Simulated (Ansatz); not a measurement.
Ansatz (a program for electronic structure) input (B3LYP-D3(BJ)/def2-TZVP):

Ansatz 0.2 input:
```yaml
crystal:
  periodic: [false, false, false]
  atoms:
    - {symbol: Sn, position_ang: [0.16484965, -0.14481094, 0.21959768]}
    - {symbol: O, position_ang: [0.90798272, 0.13659776, -1.48342674]}
    - {symbol: F, position_ang: [-1.72292714, 0.68308500, 0.09861446]}
basis:
  gaussian:
    orbitals: def2-TZVP
hamiltonian:
  xc: b3lyp
  dispersion: d3bj
total_charge: -1
phonons: {temperatures: {t_min: 298.15, t_max: 298.15, t_step: 100}}
```

Output:

```
Functional definition: B3LYP
integrals: 0.03 GiB planned
739 factors; their error is unknown
mean field: 0.31 GiB planned
mean field evaluation 1: about -10598.2119 eV, gradient 4.3e1 eV
mean field evaluation 2: about -10499.7437 eV, gradient 1.9e2 eV
mean field evaluation 4: about -10601.5524 eV, gradient 1.6e1 eV
mean field evaluation 8: about -10601.9142 eV, gradient 1.0e-1 eV
mean field evaluation 16: about -10601.9931 eV, gradient 3.4e-4 eV
mean field -10601.99314528 eV, -389.6160618002 hartree, gradient 4.0e-6 eV, S^2 0.000000; 0 other end points of the search recorded, 0 dependent functions left out
the calculation of the forces begins
reference -10601.99335744 eV, -389.6160695968 hartree; 20, 20 occupied and 92, 92 virtual orbitals, 739 factors
these checks for a lower state are left out or cut short: stability, starts, cluster_reference, orbital_swaps, neighbouring_geometries, increment
integrals: 0.03 GiB planned
739 factors; their error is unknown
mean field: 0.31 GiB planned
mean field -10601.99310029 eV, -389.6160601466 hartree, gradient 1.6e-6 eV, S^2 0.000000; 0 other end points of the search recorded, 0 dependent functions left out
the calculation of the forces begins
reference -10601.99331249 eV, -389.6160679448 hartree; 20, 20 occupied and 92, 92 virtual orbitals, 739 factors
these checks for a lower state are left out or cut short: stability, starts, cluster_reference, orbital_swaps, neighbouring_geometries, increment
integrals: 0.03 GiB planned
739 factors; their error is unknown
mean field: 0.31 GiB planned
mean field evaluation 32: about -10601.9931 eV, gradient 4.1e-5 eV
mean field -10601.99309787 eV, -389.6160600577 hartree, gradient 1.7e-6 eV, S^2 0.000000; 0 other end points of the search recorded, 0 dependent functions left out
the calculation of the forces begins
reference -10601.99330999 eV, -389.6160678528 hartree; 20, 20 occupied and 92, 92 virtual orbitals, 739 factors
these checks for a lower state are left out or cut short: stability, starts, cluster_reference, orbital_swaps, neighbouring_geometries, increment
integrals: 0.03 GiB planned
739 factors; their error is unknown
mean field: 0.31 GiB planned
mean field -10601.99309560 eV, -389.6160599744 hartree, gradient 1.6e-6 eV, S^2 0.000000; 0 other end points of the search recorded, 0 dependent functions left out
the calculation of the forces begins
reference -10601.99330778 eV, -389.6160677717 hartree; 20, 20 occupied and 92, 92 virtual orbitals, 739 factors
these checks for a lower state are left out or cut short: stability, starts, cluster_reference, orbital_swaps, neighbouring_geometries, increment
integrals: 0.03 GiB planned
739 factors; their error is unknown
mean field: 0.31 GiB planned
mean field -10601.99310348 eV, -389.6160602637 hartree, gradient 1.6e-6 eV, S^2 0.000000; 0 other end points of the search recorded, 0 dependent functions left out
the calculation of the forces begins
reference -10601.99331561 eV, -389.6160680597 hartree; 20, 20 occupied and 92, 92 virtual orbitals, 739 factors
these checks for a lower state are left out or cut short: stability, starts, cluster_reference, orbital_swaps, neighbouring_geometries, increment
integrals: 0.03 GiB planned
739 factors; their error is unknown
mean field: 0.31 GiB planned
mean field -10601.99314643 eV, -389.6160618421 hartree, gradient 1.6e-6 eV, S^2 0.000000; 0 other end points of the search recorded, 0 dependent functions left out
the calculation of the forces begins
reference -10601.99335857 eV, -389.6160696384 hartree; 20, 20 occupied and 92, 92 virtual orbitals, 739 factors
these checks for a lower state are left out or cut short: stability, starts, cluster_reference, orbital_swaps, neighbouring_geometries, increment
integrals: 0.03 GiB planned
739 factors; their error is unknown
mean field: 0.31 GiB planned
mean field evaluation 64: about -10601.9931 eV, gradient 4.1e-5 eV
mean field -10601.99312053 eV, -389.6160608903 hartree, gradient 1.6e-6 eV, S^2 0.000000; 0 other end points of the search recorded, 0 dependent functions left out
the calculation of the forces begins
reference -10601.99333269 eV, -389.6160686873 hartree; 20, 20 occupied and 92, 92 virtual orbitals, 739 factors
these checks for a lower state are left out or cut short: stability, starts, cluster_reference, orbital_swaps, neighbouring_geometries, increment
integrals: 0.03 GiB planned
739 factors; their error is unknown
mean field: 0.31 GiB planned
mean field -10601.99311206 eV, -389.6160605791 hartree, gradient 1.6e-6 eV, S^2 0.000000; 0 other end points of the search recorded, 0 dependent functions left out
the calculation of the forces begins
reference -10601.99332419 eV, -389.6160683750 hartree; 20, 20 occupied and 92, 92 virtual orbitals, 739 factors
these checks for a lower state are left out or cut short: stability, starts, cluster_reference, orbital_swaps, neighbouring_geometries, increment
integrals: 0.03 GiB planned
739 factors; their error is unknown
mean field: 0.31 GiB planned
mean field -10601.99309439 eV, -389.6160599298 hartree, gradient 1.6e-6 eV, S^2 0.000000; 0 other end points of the search recorded, 0 dependent functions left out
the calculation of the forces begins
reference -10601.99330657 eV, -389.6160677272 hartree; 20, 20 occupied and 92, 92 virtual orbitals, 739 factors
these checks for a lower state are left out or cut short: stability, starts, cluster_reference, orbital_swaps, neighbouring_geometries, increment
integrals: 0.03 GiB planned
739 factors; their error is unknown
mean field: 0.31 GiB planned
mean field -10601.99309630 eV, -389.6160600001 hartree, gradient 1.7e-6 eV, S^2 0.000000; 0 other end points of the search recorded, 0 dependent functions left out
the calculation of the forces begins
reference -10601.99330843 eV, -389.6160677956 hartree; 20, 20 occupied and 92, 92 virtual orbitals, 739 factors
these checks for a lower state are left out or cut short: stability, starts, cluster_reference, orbital_swaps, neighbouring_geometries, increment
integrals: 0.03 GiB planned
739 factors; their error is unknown
mean field: 0.31 GiB planned
mean field evaluation 96: about -10601.9931 eV, gradient 4.1e-5 eV
mean field -10601.99312462 eV, -389.6160610407 hartree, gradient 1.6e-6 eV, S^2 0.000000; 0 other end points of the search recorded, 0 dependent functions left out
the calculation of the forces begins
reference -10601.99333681 eV, -389.6160688385 hartree; 20, 20 occupied and 92, 92 virtual orbitals, 739 factors
these checks for a lower state are left out or cut short: stability, starts, cluster_reference, orbital_swaps, neighbouring_geometries, increment
integrals: 0.03 GiB planned
739 factors; their error is unknown
mean field: 0.31 GiB planned
mean field -10601.99313866 eV, -389.6160615568 hartree, gradient 1.6e-6 eV, S^2 0.000000; 0 other end points of the search recorded, 0 dependent functions left out
the calculation of the forces begins
reference -10601.99335082 eV, -389.6160693535 hartree; 20, 20 occupied and 92, 92 virtual orbitals, 739 factors
these checks for a lower state are left out or cut short: stability, starts, cluster_reference, orbital_swaps, neighbouring_geometries, increment
integrals: 0.03 GiB planned
739 factors; their error is unknown
mean field: 0.31 GiB planned
mean field -10601.99314844 eV, -389.6160619163 hartree, gradient 1.6e-6 eV, S^2 0.000000; 0 other end points of the search recorded, 0 dependent functions left out
the calculation of the forces begins
reference -10601.99336060 eV, -389.6160697129 hartree; 20, 20 occupied and 92, 92 virtual orbitals, 739 factors
Total energy: -10602.06707481 eV, -389.6187786602 hartree
Atom 0 at     0.164850    -0.144811     0.219598 Å, force    -0.000222    -0.000356     0.001292 eV/Å
Atom 1 at     0.907983     0.136598    -1.483427 Å, force     0.000636     0.000193    -0.001320 eV/Å
Atom 2 at    -1.722927     0.683085     0.098614 Å, force    -0.000414     0.000163     0.000028 eV/Å
Dipole moment:     0.126758    -0.330347     0.800138 e Å
Vibrations: 201.57 434.30 754.37 cm⁻¹, zero-point energy 0.086184 eV
```
